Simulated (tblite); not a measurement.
Species: C4H14GaNSi2.
Geometry (GFN2-xTB, Å), atoms numbered from 1 in this order:
```xyz
22
C4H14GaNSi2 angstrom
C     -1.709   -0.951    0.829
C     -1.991    0.448    0.277
C     -1.149    1.504    0.995
Ga    -1.731    0.531   -1.760
N      0.185    0.097   -1.822
C      1.233   -0.171   -1.419
Si     2.867   -0.602   -0.605
Si     2.537   -0.680    1.697
H     -2.323   -1.691    0.311
H     -0.659   -1.218    0.682
H     -1.925   -1.009    1.898
H     -3.048    0.675    0.494
H     -0.083    1.305    0.857
H     -1.364    2.496    0.592
H     -1.354    1.516    2.068
H     -1.669    1.910   -2.456
H     -2.249   -0.630   -2.639
H      3.741    0.451   -1.126
H      3.210   -1.856   -1.280
H      1.560   -1.707    2.057
H      3.817   -1.015    2.326
H      2.094    0.615    2.212
```

Level: GFN2-xTB in tblite, geometry and Hessian alike; calculated harmonic values, unscaled, isolated species. The method is semi-empirical: single wavenumbers can be off by several per cent or more. Modes of hydrogen on gallium and silicon can be 10 to 20 % off. One conformer, not necessarily the lowest. The optimisation stopped once no atom felt more than 0.01 eV/Å.

Lowest wavenumbers of the output (negative numbers stand for imaginary wavenumbers):
```
mode    cm-1
  1     -35.7
  2     -14.7
  3      38.9
  4      55.4
  5      72.4
  6     106.9
  7     130.4
  8     148.1
  9     205.4
 10     207.0
```

Question: Is this structure a minimum?

Answer: Not by this Hessian. 1 mode is imaginary beyond 20i (36i cm⁻¹), and 1 more slightly so (14.7i). The curvature is small, so loose convergence or finite differences may be the whole cause.

Question: Which atoms move in the imaginary modes?

Answer: 36i: C1 (methyl carbon) 20 %, C3 (methyl carbon) 20 %, Si8 (SiH3 silicon) 14 %; 15i: Si7 (SiH2 silicon) 27 %, Si8 (SiH3 silicon) 15 %. These are shares of the mass-weighted motion.

Question: What is the remedy?

Answer: Step along such a mode in both directions, optimise again with tighter thresholds and repeat the frequencies. The zero-point energy of this point (95.2 kcal/mol) counts the 58 real modes alone, and thermal corrections from it aren't those of a minimum.
